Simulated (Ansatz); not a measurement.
The inner images of a band of C₃H₆O₂Si (12 atoms, charge 0, multiplicity 1) are given out of order.

Computed with Ansatz 0.2.0, RKS PBE0-D4/6-31G.

First end point:

```xyz
12
Properties=species:S:1:pos:R:3
C -1.748 -1.310 0.438
C -0.714 -0.576 0.045
C 0.742 -0.537 0.491
Si 0.947 0.839 -0.834
O 1.257 2.451 -0.388
O -0.783 0.410 -0.984
H -1.636 -2.050 1.221
H -2.720 -1.190 -0.023
H 0.890 -0.233 1.530
H 1.294 -1.462 0.304
H 1.760 0.659 -2.067
H 0.789 2.944 0.300
```

Last end point:

```xyz
12
Properties=species:S:1:pos:R:3
C -1.737 -0.987 0.575
C -0.595 -0.593 0.016
C 0.857 -0.851 0.359
Si 1.337 0.045 -1.347
O 1.113 1.931 -0.502
O -0.522 0.201 -1.155
H -1.731 -1.585 1.478
H -2.692 -0.725 0.136
H 1.206 -0.314 1.249
H 1.122 -1.908 0.457
H 1.589 2.747 -0.719
H 0.130 1.985 -0.513
```

Question: Put them in order from the first end to the last, with their energies above the first end.
A.
```xyz
12
Properties=species:S:1:pos:R:3
C -1.810 -1.208 0.547
C -0.707 -0.641 0.059
C 0.758 -0.794 0.415
Si 1.143 0.111 -1.313
O 1.342 2.061 -0.587
O -0.680 0.233 -1.049
H -1.756 -1.881 1.394
H -2.779 -1.020 0.101
H 1.058 -0.228 1.305
H 1.108 -1.824 0.520
H 1.798 2.633 -1.225
H 0.602 2.503 -0.133
```
B.
```xyz
12
Properties=species:S:1:pos:R:3
C -1.792 -1.260 0.502
C -0.697 -0.676 0.022
C 0.763 -0.729 0.452
Si 1.047 0.658 -0.910
O 1.296 2.272 -0.262
O -0.684 0.207 -1.096
H -1.749 -1.922 1.361
H -2.762 -1.083 0.051
H 0.963 -0.324 1.450
H 1.213 -1.723 0.372
H 1.812 1.558 -1.861
H 0.668 2.965 -0.047
```
C.
```xyz
12
Properties=species:S:1:pos:R:3
C -1.777 -1.115 0.553
C -0.658 -0.591 0.056
C 0.803 -0.812 0.382
Si 1.210 0.058 -1.361
O 1.265 1.972 -0.540
O -0.612 0.301 -1.043
H -1.741 -1.795 1.397
H -2.744 -0.886 0.120
H 1.154 -0.210 1.229
H 1.101 -1.851 0.535
H 1.747 2.701 -0.961
H 0.328 2.173 -0.334
```
D.
```xyz
12
Properties=species:S:1:pos:R:3
C -1.807 -1.264 0.516
C -0.713 -0.679 0.041
C 0.748 -0.758 0.451
Si 1.078 0.477 -1.015
O 1.364 2.256 -0.391
O -0.702 0.211 -1.066
H -1.752 -1.940 1.360
H -2.775 -1.078 0.066
H 0.978 -0.343 1.437
H 1.192 -1.753 0.362
H 1.738 1.876 -1.625
H 0.728 2.942 -0.102
```
E.
```xyz
12
Properties=species:S:1:pos:R:3
C -1.821 -1.268 0.537
C -0.725 -0.679 0.069
C 0.738 -0.790 0.456
Si 1.115 0.234 -1.170
O 1.381 2.191 -0.526
O -0.707 0.203 -1.036
H -1.761 -1.949 1.377
H -2.787 -1.084 0.084
H 0.995 -0.331 1.415
H 1.152 -1.802 0.419
H 1.730 2.355 -1.429
H 0.770 2.864 -0.163
```
F.
```xyz
12
Properties=species:S:1:pos:R:3
C -1.769 -1.250 0.489
C -0.680 -0.656 0.007
C 0.780 -0.676 0.447
Si 1.014 0.765 -0.843
O 1.230 2.305 -0.147
O -0.679 0.238 -1.106
H -1.722 -1.904 1.353
H -2.742 -1.079 0.043
H 0.951 -0.321 1.467
H 1.258 -1.654 0.326
H 1.840 1.169 -2.018
H 0.597 3.006 0.016
```
G.
```xyz
12
Properties=species:S:1:pos:R:3
C -1.755 -1.241 0.478
C -0.681 -0.612 0.015
C 0.779 -0.611 0.453
Si 0.993 0.813 -0.826
O 1.196 2.404 -0.263
O -0.706 0.313 -1.073
H -1.683 -1.919 1.320
H -2.728 -1.078 0.032
H 0.944 -0.339 1.498
H 1.303 -1.547 0.238
H 1.863 0.807 -2.035
H 0.552 2.954 0.198
```

Answer: G (+0.04 eV), F (+0.40 eV), B (+1.58 eV), D (+2.67 eV), E (+1.50 eV), A (+1.19 eV), C (+1.11 eV).

The run took 3.9 min on 1 thread of Intel(R) Xeon(R) 6975P-C (Granite Rapids), with other jobs on the host, peak memory 0.17 GiB.
